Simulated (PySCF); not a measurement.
PySCF input for C2H7AlO2Si, SMILES [CH](=C\[SiH3])/[Al]([OH])[OH], IEF-PCM-ωB97X/def2-SVP. Coordinates come from a r2SCAN-D4/def2-SVP optimisation. The structure was generated by enumeration; whether it is a known compound was not checked. One conformer was computed; it need not be the lowest.

```python
import numpy as np
from pyscf import gto, scf, dft
from pyscf.solvent import pcm

mol = gto.M(
    atom='''
    Si    0.08308444    3.08338535    0.00000000
    C    -0.32473859    1.25259381    0.00000000
    C     0.59729279    0.25915485    0.00000000
    Al    0.04732869   -1.59607291   -0.00000000
    O     1.22792371   -2.81859835    0.00000000
    O    -1.63447976   -1.85113439    0.00000000
    H    -0.49449363    3.76009733   -1.20393188
    H    -0.49449362    3.76009732    1.20393187
    H     1.56643899    3.26095667   -0.00000000
    H    -1.39121710    0.97075119   -0.00000000
    H     1.65875289    0.55591154   -0.00000000
    H     1.13281854   -3.77275453    0.00000000
    H    -2.13913801   -2.66613665    0.00000001
    ''',
    basis='def2-SVP',
    charge=0,
    spin=0,
    max_memory=1600,
    verbose=3,
)
mf = dft.RKS(mol, xc='wb97x').density_fit(auxbasis='def2-universal-jkfit')
mf.grids.level = 3
mf.conv_tol = 1e-9
mf.max_cycle = 100
mf.kernel()
res = {}
for name, eps in {'water': 78.355, 'dimethylsulfoxide': 46.826, 'acetone': 20.493}.items():
    s = mf.PCM()
    s.with_solvent.method, s.with_solvent.eps, s.with_solvent.lebedev_order = 'IEF-PCM', eps, 29
    s.kernel(mf.make_rdm1())
    res[name] = (s.e_tot, eps, s.dip_moment(), s.mo_energy, s.converged)
    print(f'{name}: electrostatic solvation free energy {(s.e_tot - mf.e_tot) * 627.509474:.3f} kcal/mol')
```

Log of the run:

```
converged SCF energy = -762.465099567532

WARN: PCM is an experimental feature. It is still in testing.
Features and APIs may be changed in the future.

converged SCF energy = -762.478433313542
Dipole moment(X, Y, Z, Debye): -0.93823, -3.45304,  0.00000
water: electrostatic solvation free energy -8.367 kcal/mol

WARN: PCM is an experimental feature. It is still in testing.
Features and APIs may be changed in the future.

converged SCF energy = -762.478237607805
Dipole moment(X, Y, Z, Debye): -0.93764, -3.44494,  0.00000
dimethylsulfoxide: electrostatic solvation free energy -8.244 kcal/mol

WARN: PCM is an experimental feature. It is still in testing.
Features and APIs may be changed in the future.

converged SCF energy = -762.477628818236
Dipole moment(X, Y, Z, Debye): -0.93571, -3.41966,  0.00000
acetone: electrostatic solvation free energy -7.862 kcal/mol
```

The run converged.
